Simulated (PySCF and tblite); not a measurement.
The numbers below are computed, except where a source is named.
Barrier and rate of a rotation

System: C3H9NOSi2, numbered as in [OH:1][C@@H:2]1[CH:3]=[C:4]1[N:5]([SiH3:6])[SiH3:7].

Motion: rotation about the C4–N5 bond (torsion C2–C4–N5–Si6 from 178° to 362°, rising). The path came from a restrained scan, a climbing-image band and a saddle search at GFN2-xTB; energies are PBE0/pcSseg-1 + D3(BJ)//GFN2-xTB, thermal terms GFN2-xTB. Rate constants are transition-state-theory values, counting equivalent paths, without tunnelling. Shieldings: GIAO at the same DFT level; methyl-like tops are averaged, other torsions stay as in the two minima; line shapes leave out couplings. Programs: tblite and PySCF.

| point | symmetry | E(GFN2) kcal/mol | E(DFT) kcal/mol | ZPE change kcal/mol | lowest mode cm⁻¹ | dipole D |
| --- | --- | --- | --- | --- | --- | --- |
| start | C1 | 0.0 | 0.0 | 0.00 | 38 | 2.49 |
| saddle | C1 | 6.0 | 8.8 | -0.10 | 57i | 2.03 |
| end | C1 | 0.0 | 0.0 | 0.00 | 37 | 2.49 |

```
Electronic barrier                                      : 8.8 kcal/mol
Barrier with zero-point energy                          : 8.7 kcal/mol
ΔH‡ (298 K)                                             : 8.1 kcal/mol
ΔS‡ (298 K, symmetry apart)                             : -4.0 cal/(mol K)
Paths                                                   : 2 equivalent paths
End point                                               : the same structure with atoms interchanged, or its mirror image
Mean lifetime of the start against this motion at 298 K : 550 ns
Cost                                                    : 80 s on 1 thread of Arm Neoverse V1, on a host shared with other jobs (rough), peak memory 0.85 GiB, launched as `OMP_NUM_THREADS=1 python ens_run.py task.json out`
```

| T/K | ΔG‡ kcal/mol | k s⁻¹ |
| --- | --- | --- |
| 150 | 8.9 | 0.58 |
| 200 | 9.1 | 1050 |
| 250 | 9.2 | 9.7×10⁴ |
| 298 | 9.3 | 1.8×10⁶ |
| 350 | 9.5 | 1.8×10⁷ |
| 400 | 9.6 | 9.2×10⁷ |
| 500 | 9.9 | 9.4×10⁸ |

ΔG and ΔG‡ leave out symmetry numbers and mirror images; rates count paths: 2 out.

Sites that the motion interchanges:

```csv
nucleus,site,ppm,scale
²⁹Si,Si6,-50.0,δ against TMS
²⁹Si,Si7,-45.9,δ against TMS
¹H,3 H on Si6,4.77,δ against TMS
¹H,3 H on Si7,4.95,δ against TMS
```

| nucleus | sites | ¹H MHz | spread Hz | coalescence K | k there s⁻¹ |
| --- | --- | --- | --- | --- | --- |
| ²⁹Si | Si6 / Si7 | 80 | 65 | 184 | 144 |
| ²⁹Si | Si6 / Si7 | 100 | 81 | 186 | 180 |
| ²⁹Si | Si6 / Si7 | 250 | 202 | 193 | 447 |
| ¹H | 3 H on Si6 / 3 H on Si7 | 80 | 14 | 173 | 31 |
| ¹H | 3 H on Si6 / 3 H on Si7 | 100 | 18 | 174 | 39 |
| ¹H | 3 H on Si6 / 3 H on Si7 | 250 | 45 | 181 | 100 |

Unscaled ²⁹Si shifts at such levels can be off by tens of ppm; differences are more reliable.
